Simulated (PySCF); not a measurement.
# Correlation energy of Se⁺ (selenium, charge +1)

[Ar] 3d10 4s1 4p4, high-spin 4P determinant (an excited configuration). Computed with PySCF 2.14 in aug-cc-pVQZ-DK, with scalar relativity by spin-free X2C-1e. Frozen: [Ar] 3d10; 5 electrons correlated.

MP2 pair energies summed by pair of shells (mhartree):

```
 pair  energy  share (%)
4p-4p  -70.08       86.3
4s-4p  -11.09       13.7
```

Total MP2 correlation energy: -81.17 mhartree.

Same-spin part -20.82 and opposite-spin part -60.34 mhartree; SCS-MP2 scales them by 1/3 and 6/5 to -79.35 mhartree.
